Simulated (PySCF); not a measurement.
These are B3LYP-D3(BJ)/def2-TZVP // BP86-D3(BJ)/def2-SVP (PySCF 2.14.0) values and carry that method's errors. All species are isolated molecules in the gas phase. One relaxed conformer stands for a flexible species; it need not be the lowest. B3LYP has the VWN-RPA correlation part, as in Gaussian. 

Reference species: [Ta(Cl)4(OH)] (neutral, multiplicity 1).

| Property | Result |
|---|---|
| LUMO | -3.13 eV |
| HOMO–LUMO gap | 5.45 eV |
| coordination number | 5 |
| charge on the central atom (Mulliken) | 1.29 e |

Changed species: [Ta(Cl)5] (0 of 5 Cl replaced by OH; the reference has 1 of 5 Cl replaced by OH).

Task: What does the change do to the LUMO, HOMO–LUMO gap, coordination number and charge on the central atom (Mulliken)?

Result: the LUMO falls by 0.90 eV, to -4.03 eV; the HOMO–LUMO gap falls by 0.55 eV, to 4.90 eV; the coordination number hardly moves; the charge on the central atom (Mulliken) falls by 0.12 e, to 1.17 e.
